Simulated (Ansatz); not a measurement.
Basis-set extrapolation for CH₆N₂O₂Si (PBE0-D4/def2-TZVP geometry, frozen core, Ansatz). Multiplicity 1, RHF reference.

```json
{"": "HF", "def2-TZVPP": "-589.104684", "def2-QZVPP": "-589.126993"}
{"": "MP2 correlation", "def2-TZVPP": "-1.170599", "def2-QZVPP": "-1.258433"}
{"": "CCSD(T) correlation", "def2-TZVPP": "-1.249926", "def2-QZVPP": "not run"}
```

Energies in hartree. Use E(X) = E(∞) + A·exp(−7.88·√X) for Hartree–Fock and E(X) = E(∞) + B·X^(−2.97) for correlation, with X = 3 and 4, and add CCSD(T) minus MP2 of the smaller set to the MP2 limit.

**Question.** What is the CCSD(T) energy at the basis-set limit?

**Answer.** HF limit: -589.126993 + (-0.022309) × 0.13774 = -589.13007. MP2 limit: -1.258433 + (-0.087834) × 0.74074 = -1.32350. Higher-order term: -1.249926 − (-1.170599) = -0.07933. Total: -590.53290 hartree, 4.85 eV below CCSD(T)/def2-TZVPP.
